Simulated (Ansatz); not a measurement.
Gas-phase reaction in SMILES: C1CCC1 [cyclobutane] → [CH]1CCC1 + H atom (the C-H bond at the site shown breaks; other sites are not compared here)
Geometries: B3LYP-D3(BJ)/def2-TZVP minima from Ansatz (a program for electronic structure), one conformer each, not searched for the lowest.
Geometry of the first species:
```
C
H 1 1.0899
H 1 1.0911 2 108.56
C 1 1.5494 2 117.79 3 127.92
H 4 1.0899 1 117.79 2 -99.90
H 4 1.0911 5 108.56 1 -127.92
C 1 1.5494 2 117.79 3 -127.92
H 7 1.0899 1 117.79 2 99.90
H 7 1.0911 8 108.56 1 127.92
C 7 1.5494 8 117.79 9 127.92
H 10 1.0899 7 117.79 8 -99.90
H 10 1.0911 11 108.56 4 127.92
```
Charge 0, spin multiplicity 1.

Wanted: bond dissociation energy (electronic energy difference), in kcal/mol. Valence correlation only, unless marked. Open shells are spin-unrestricted. Spin-orbit coupling is left out. Non-relativistic. Basis-set limits of correlation are two-point, X^-3; Hartree-Fock from the larger set. [CCSD(T)-MP2]/basis is that difference in the basis named.

RI-MP2/CBS(cc-pVTZ,cc-pVQZ)+[CCSD(T)-MP2]/cc-pVDZ (Ansatz) gives 108.9 kcal/mol.

**Question.** Another calculation gave 102.3 kcal/mol. Which level was it?
A) wB97X-V/def2-TZVPD (Ansatz)
B) revPBE/def2-TZVPD (Ansatz)
C) SVWN5/def2-TZVPD (Ansatz)
D) PBE0/def2-TZVPD (Ansatz)

**Answer.** D, PBE0/def2-TZVPD (Ansatz). The others give 106.2 (wB97X-V), 113.1 (SVWN5), 99.8 (revPBE) kcal/mol.
